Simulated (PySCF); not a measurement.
SMILES C[Si](CC[SiH3])(C)C (C5H16Si2), GFN2-xTB optimised geometry.

```
23

C      2.01    -0.40     0.00
Si     0.10    -0.40     0.00
C     -0.53    -1.30    -1.56
C     -0.53     1.40     0.00
C     -0.51    -1.31     1.57
C     -2.04    -1.43     1.66
Si    -2.61    -2.32     3.23
H      2.41     0.09     0.88
H      2.41    -1.41    -0.02
H      2.40     0.12    -0.87
H     -1.61    -1.25    -1.64
H     -0.13    -0.84    -2.47
H     -0.25    -2.34    -1.57
H     -1.61     1.44    -0.06
H     -0.14     1.95    -0.85
H     -0.23     1.93     0.90
H     -0.08    -2.32     1.60
H     -0.15    -0.80     2.46
H     -2.41    -1.95     0.77
H     -2.47    -0.43     1.62
H     -2.16    -1.58     4.41
H     -4.08    -2.41     3.24
H     -2.04    -3.67     3.26
```

Density from PBE0/def2-SVP (PySCF) at that geometry.

Minimum of the electron density along straight lines between bonded atoms, close to the bond critical point (lines longer than 1.1 times the sum of covalent radii, or with two minima, are not listed):

```
bond     length / Å  ρ at the minimum / e bohr⁻³  ∇²ρ there / e bohr⁻⁵  position (fraction from the first atom)
-------  ----------  ---------------------------  --------------------  ---------------------------------------
C1–Si2        1.908                        0.109                  0.32                                     0.62
Si2–C3        1.909                        0.109                  0.31                                     0.38
Si2–C4        1.909                        0.109                  0.31                                     0.38
Si2–C5        1.916                        0.110                  0.31                                     0.38
C5–C6         1.530                        0.235                 -0.50                                     0.50
C6–Si7        1.900                        0.112                  0.30                                     0.62
C1–H8         1.086                        0.271                 -0.96                                     0.62
C1–H9         1.086                        0.271                 -0.96                                     0.62
C1–H10        1.085                        0.271                 -0.96                                     0.62
C3–H11        1.086                        0.271                 -0.96                                     0.62
C3–H12        1.086                        0.271                 -0.96                                     0.62
C3–H13        1.086                        0.271                 -0.96                                     0.62
C4–H14        1.086                        0.271                 -0.96                                     0.62
C4–H15        1.086                        0.271                 -0.96                                     0.62
C4–H16        1.086                        0.271                 -0.96                                     0.62
C5–H17        1.092                        0.271                 -0.95                                     0.62
C5–H18        1.092                        0.271                 -0.95                                     0.62
C6–H19        1.091                        0.272                 -0.96                                     0.62
C6–H20        1.091                        0.271                 -0.96                                     0.62
Si7–H21       1.466                        0.116                  0.33                                     0.49
Si7–H22       1.465                        0.116                  0.33                                     0.49
Si7–H23       1.466                        0.116                  0.33                                     0.49
```
